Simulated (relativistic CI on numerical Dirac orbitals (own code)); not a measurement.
# Calculated levels, In⁺

Calculated at this level of theory: Dirac-Coulomb-Breit CI, orbitals from a KLI potential per configuration, QED by a radiative potential, valence Slater integrals scaled by 0.85, P86 correlation energy added to each configuration (own radial code, finite nucleus).

CI space (outside the closed core [Kr] 4d10): 5s², 5s5p, 5s6s, 5p², 5s5d, 5s6p, 5d², 5s7s, 5s4f, 5s6d, 5p5d, 5s7p, 5s8s, 5s5f, 5s5g, 5s7d, 5s8p, 5s6f, 5p6s. Levels of other configurations are missing.

| No. | Configuration | Term | J | E (cm⁻¹) | % | Landé g | Lifetime (s) | jj configuration (%) |
| --- | --- | --- | --- | --- | --- | --- | --- | --- |
| 1 | 5s² | ¹S | 0 | 0.0 | 97 |  |  | closed (97) |
| 2 | 5s5p | ³P° | 0 | 37612.6 | 100 |  |  | 5s 5p1/2 (100) |
| 3 | 5s5p | ³P° | 1 | 38631.1 | 99 | 1.499 | 9.39e-07 | 5s 5p1/2 (71) |
| 4 | 5s5p | ³P° | 2 | 40866.1 | 100 | 1.501 | 6.39e+00 | 5s 5p3/2 (100) |
| 5 | 5s5p | ¹P° | 1 | 61262.8 | 95 | 1.002 | 5.53e-10 | 5s 5p3/2 (68) |
| 6 | 5s6s | ³S | 1 | 89282.0 | 100 | 2.002 | 1.21e-09 | 5s 6s (100) |
| 7 | 5s5d | ¹D | 2 | 91665.7 | 59 | 1.005 | 3.49e-08 | 5s 5d5/2 (36) |
| 8 | 5s6s | ¹S | 0 | 92799.9 | 99 |  | 2.01e-09 | 5s 6s (99) |
| 9 | 5p² | ³P | 0 | 97023.7 | 98 |  | 5.91e-10 | 5p1/2^2 (77) |
| 10 | 5s5d | ³D | 1 | 97336.6 | 99 | 0.507 | 7.71e-10 | 5s 5d3/2 (99) |
| 11 | 5s5d | ³D | 2 | 97405.7 | 100 | 1.168 | 7.94e-10 | 5s 5d3/2 (61) |
| 12 | 5s5d | ³D | 3 | 97512.1 | 100 | 1.334 | 8.31e-10 | 5s 5d5/2 (100) |
| 13 | 5p² | ³P | 1 | 98323.9 | 99 | 1.493 | 5.67e-10 | 5p1/2 5p3/2 (99) |
| 14 | 5p² | ³P | 2 | 100390.6 | 97 | 1.490 | 5.45e-10 | 5p3/2^2 (64) |
| 15 | 5s6p | ³P° | 0 | 102550.4 | 99 |  | 1.60e-08 | 5s 6p1/2 (99) |
| 16 | 5s6p | ³P° | 1 | 102760.5 | 98 | 1.495 | 1.53e-08 | 5s 6p1/2 (76) |
| 17 | 5s6p | ³P° | 2 | 103301.5 | 99 | 1.501 | 1.36e-08 | 5s 6p3/2 (99) |
| 18 | 5s6p | ¹P° | 1 | 106019.0 | 94 | 1.006 | 3.48e-09 | 5s 6p3/2 (74) |
| 19 | 5p² | ¹D | 2 | 110229.6 | 43 | 1.005 | 7.38e-10 | 5p1/2 5p3/2 (23) |
| 20 | 5s7s | ³S | 1 | 116717.0 | 100 | 2.002 | 2.02e-09 | 5s 7s (100) |
| 21 | 5s7s | ¹S | 0 | 117408.5 | 69 |  | 4.55e-09 | 5s 7s (69) |
| 22 | 5p² | ¹S | 0 | 119440.0 | 63 |  | 4.63e-10 | 5p3/2^2 (50) |
| 23 | 5s6d | ³D | 1 | 119833.1 | 100 | 0.499 | 1.67e-09 | 5s 6d3/2 (100) |
| 24 | 5s6d | ³D | 2 | 119860.9 | 100 | 1.167 | 1.72e-09 | 5s 6d3/2 (61) |
| 25 | 5s6d | ³D | 3 | 119903.1 | 100 | 1.334 | 1.79e-09 | 5s 6d5/2 (100) |
| 26 | 5s4f | ³F° | 2 | 120630.7 | 98 | 0.666 | 3.33e-09 | 5s 4f5/2 (98) |
| 27 | 5s4f | ³F° | 3 | 120638.4 | 78 | 1.066 | 3.22e-09 | 5s 4f7/2 (85) |
| 28 | 5s4f | ³F° | 4 | 120677.2 | 99 | 1.251 | 3.28e-09 | 5s 4f7/2 (99) |
| 29 | 5s4f | ¹F° | 3 | 120698.3 | 78 | 1.018 | 2.97e-09 | 5s 4f5/2 (85) |
| 30 | 5s7p | ³P° | 0 | 122082.7 | 100 |  |  | 5s 7p1/2 (100) |
| 31 | 5s7p | ³P° | 1 | 122168.3 | 97 | 1.489 |  | 5s 7p1/2 (80) |
| 32 | 5s7p | ³P° | 2 | 122410.7 | 100 | 1.501 |  | 5s 7p3/2 (100) |
| 33 | 5s7p | ¹P° | 1 | 123152.1 | 95 | 1.012 | 1.05e-08 | 5s 7p3/2 (78) |
| 34 | 5s6d | ¹D | 2 | 123413.4 | 75 | 1.000 | 8.63e-10 | 5s 6d5/2 (46) |
| 35 | 5s8s | ³S | 1 | 128476.3 | 100 | 2.002 | 3.48e-09 | 5s 8s (100) |
| 36 | 5s8s | ¹S | 0 | 129251.3 | 99 |  | 3.10e-09 | 5s 8s (99) |
| 37 | 5s7d | ³D | 1 | 130024.6 | 100 | 0.499 | 3.38e-09 | 5s 7d3/2 (100) |
| 38 | 5s7d | ³D | 2 | 130038.8 | 100 | 1.167 | 3.46e-09 | 5s 7d3/2 (61) |
| 39 | 5s7d | ³D | 3 | 130060.3 | 100 | 1.334 | 3.61e-09 | 5s 7d5/2 (100) |
| 40 | 5s5f | ³F° | 2 | 130714.6 | 98 | 0.666 | 8.01e-09 | 5s 5f5/2 (98) |
| 41 | 5s5f | ³F° | 3 | 130724.8 | 82 | 1.069 | 7.51e-09 | 5s 5f7/2 (81) |
| 42 | 5s5f | ³F° | 4 | 130757.0 | 99 | 1.251 | 7.71e-09 | 5s 5f7/2 (99) |
| 43 | 5s5f | ¹F° | 3 | 130777.4 | 82 | 1.014 | 6.28e-09 | 5s 5f5/2 (81) |
| 44 | 5s5g | ³G | 5 | 131114.4 | 100 | 1.200 | 1.41e-08 | 5s 5g9/2 (100) |
| 45 | 5s5g | ³G | 4 | 131114.4 | 100 | 1.050 | 1.40e-08 | 5s 5g7/2 (57) |
| 46 | 5s5g | ³G | 3 | 131114.4 | 100 | 0.749 | 1.40e-08 | 5s 5g7/2 (100) |
| 47 | 5s5g | ¹G | 4 | 131115.7 | 100 | 1.000 | 1.39e-08 | 5s 5g9/2 (57) |
| 48 | 5s8p | ³P° | 0 | 131277.2 | 100 |  |  | 5s 8p1/2 (100) |
| 49 | 5s8p | ³P° | 1 | 131320.9 | 96 | 1.483 |  | 5s 8p1/2 (82) |
| 50 | 5s8p | ³P° | 2 | 131450.0 | 100 | 1.501 |  | 5s 8p3/2 (100) |
| 51 | 5s8p | ¹P° | 1 | 131714.1 | 94 | 1.018 | 3.49e-09 | 5s 8p3/2 (81) |
| 52 | 5s7d | ¹D | 2 | 131928.6 | 88 | 1.000 | 9.77e-10 | 5s 7d5/2 (54) |
| 53 | 5s6f | ³F° | 2 | 136208.6 | 98 | 0.666 |  | 5s 6f5/2 (98) |
| 54 | 5s6f | ³F° | 3 | 136219.6 | 83 | 1.070 | 9.01e-09 | 5s 6f7/2 (80) |
| 55 | 5s6f | ³F° | 4 | 136247.1 | 99 | 1.251 |  | 5s 6f7/2 (99) |
| 56 | 5s6f | ¹F° | 3 | 136262.8 | 83 | 1.013 | 3.74e-09 | 5s 6f5/2 (81) |
| 57 | 5p6s | ³P° | 0 | 144445.8 | 99 |  | 6.55e-10 | 5p1/2 6s (99) |
| 58 | 5p6s | ³P° | 1 | 145057.7 | 88 | 1.443 |  | 5p1/2 6s (90) |
| 59 | 5p5d | ³F° | 2 | 147667.0 | 56 | 0.840 |  | 5p1/2 5d3/2 (86) |
| 60 | 5p6s | ³P° | 2 | 148053.3 | 90 | 1.434 |  | 5p3/2 6s (90) |
| 61 | 5p5d | ³F° | 3 | 149324.3 | 90 | 1.094 |  | 5p1/2 5d5/2 (63) |
| 62 | 5p5d | ¹D° | 2 | 149680.0 | 57 | 0.956 |  | 5p1/2 5d5/2 (47) |
| 63 | 5p6s | ¹P° | 1 | 150092.9 | 73 | 1.048 |  | 5p3/2 6s (78) |
| 64 | 5p5d | ³F° | 4 | 151256.7 | 97 | 1.251 |  | 5p3/2 5d5/2 (97) |

Energies count from the lowest computed level; ° marks odd parity; lifetimes are radiative, by E1, M1, E2, M2, E3 decay to levels of this space only; some are left blank where a channel outside the calculation adds to the decay or the decay crosses a small, uncertain gap. Filled j subshells are mostly left out of the jj labels.

The mean weight of the leading LS term, summed over parents, in these 64 levels is 92 %, and that of the leading jj configuration (from the same eigenvectors) 84 %.

Correlation outside the listed configurations is missing or only estimated: errors of thousands of cm⁻¹ between configurations and terms are usual at this charge. Rates and lifetimes follow the computed energies and can be off by large factors. The fine structure of a lone outer electron comes out too small, for d and f at times inverted, and misplaced configurations move strength between like terms. 17 of the 19 excited levels that our extract of the measured tables holds in this range could be paired (the sources list more); they are missed by 4407 cm⁻¹ on average and 5174 at most, and levels without a partner can miss by more.

LS names give the leading component of a level, which can be under half, so a name can repeat, a term be missing and a line seem to break the LS rules.
